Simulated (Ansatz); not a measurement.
Consider the substitution at a C–N bond: `CNCOC` + `[Cl][Hf]([Cl])([Cl])[SeH]` → `C[Se][Hf]([Cl])([Cl])[Cl]` + `COCN`.

Gas-phase electronic energies from Ansatz, PBE0-D4/def2-TZVP geometries. CCSD(T)/CBS is the MP2 limit (def2-TZVPP, def2-QZVPP) plus CCSD(T) − MP2 in def2-TZVPP, frozen cores. This one scheme is used for every species. DFT in def2-TZVPP. B3LYP here is the variant with VWN-RPA as its local correlation; programs differ in this. Elements past krypton have def2 core potentials. For Hf, Se outer-core shells are correlated without core-valence functions, which leaves a few kJ/mol of doubt a bond. Scalar relativity is left out up to krypton. Each species was taken in one conformer, which may not be the lowest.

`CNCOC`:

Cartesian coordinates in Å:
```
C -1.805 0.360 0.119
N -0.601 0.481 0.913
C 0.284 -0.631 0.850
O 0.731 -1.019 -0.439
C 1.578 -0.080 -1.038
H -1.627 0.254 -0.959
H -2.363 -0.521 0.448
H -2.440 1.233 0.283
H -0.125 1.356 0.742
H 1.153 -0.414 1.486
H -0.230 -1.516 1.235
H 1.947 -0.515 -1.967
H 2.438 0.156 -0.394
H 1.060 0.858 -1.280
```

`[Cl][Hf]([Cl])([Cl])[SeH]`:

Z-matrix (Å, degrees):
```
Hf
Cl 1 2.323
Cl 1 2.316 2 111.8
Cl 1 2.323 2 108.6 3 -123.8
Se 1 2.550 2 109.5 3 116.7
H 5 1.475 1 87.5 2 59.7
```

`C[Se][Hf]([Cl])([Cl])[Cl]`:

Cartesian coordinates in Å:
```
C -0.885 -1.334 -0.332
Se -0.087 -0.172 -1.715
Hf 0.826 1.241 0.162
Cl -0.956 2.028 1.446
Cl 2.007 2.983 -0.810
Cl 2.204 -0.085 1.498
H -0.466 -2.329 -0.454
H -0.682 -0.997 0.689
H -1.962 -1.336 -0.483
```

`COCN`:

```xyz
11

C     0.900   -0.925   -0.653
O     0.968    0.016    0.381
C    -0.084    0.961    0.357
N    -1.389    0.485    0.689
H     0.859   -0.437   -1.638
H     1.803   -1.535   -0.603
H     0.031   -1.590   -0.559
H     0.211    1.720    1.084
H    -0.133    1.426   -0.638
H    -1.399    0.021    1.588
H    -1.768   -0.142   -0.007
```

```
             level  ΔE (kJ/mol)  difference from CCSD(T)/CBS
            PBE-D4        -23.5                          0.7
         r2SCAN-D4        -22.2                          2.0
           PBE0-D4        -21.5                          2.7
          B3LYP-D4        -20.6                          3.6
           ωB97M-V        -20.8                          3.4
            B2PLYP        -21.8                          2.4
            r2SCAN        -21.9                          2.3
              PBE0        -19.7                          4.5
     HF/def2-TZVPP         -8.5                         15.7
    MP2/def2-TZVPP        -30.6                         -6.4
SCS-MP2/def2-TZVPP        -26.4                         -2.2
   CCSD/def2-TZVPP        -21.2                          3.0
     HF/def2-QZVPP         -8.0                         16.2
    MP2/def2-QZVPP        -30.4                         -6.2
     MP2/CBS(def2)        -30.6                         -6.4
    CCSD/CBS(def2)        -21.2                          3.0
       CCSD(T)/CBS        -24.2                            0
```

Largest T1 diagnostic among the species: 0.014.

The D4 term adds −3.4 kJ/mol with B3LYP and −1.8 kJ/mol with PBE0; it sums over pairs of atoms, weighted by their polarisabilities, and B3LYP, whose exchange is more repulsive, gets the larger term. In def2-TZVPP, CCSD(T) changes the Hartree–Fock value by −15.6 kJ/mol (the triples alone add −3.0 kJ/mol) and MP2 by −22.1 kJ/mol.
